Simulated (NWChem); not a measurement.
## Correlation energy of F$_{2}$Mg

SMILES: [F][Mg][F]
```xyz
3

Mg     0.0000     0.0000     0.0000
F      0.0000     0.0000     1.7682
F      0.0000     0.0000    -1.7682
```
Charge 0, spin multiplicity 1.

The numbers come from NWChem runs, not from measurements. All single points use one geometry, from PBE/def2-SVP, a minimum by its harmonic frequencies.

Basis set: 3-21G. Each correlation energy counts from its own Hartree-Fock reference.

The correlated methods keep 7 core orbitals frozen. The structure started from a generated list of species. Coupled-cluster values serve here as a point of comparison, not as the truth.

### Question
Order these methods by the correlation energy they give, lowest first: MP2, SCS-MP2, CCSD, CCSD+T(CCSD), CCSD(T).

### Answer
CCSD+T(CCSD) (-259.4 mHa), CCSD(T) (-258.1 mHa), MP2 (-255.2 mHa), CCSD (-254.4 mHa), SCS-MP2 (-246.2 mHa)
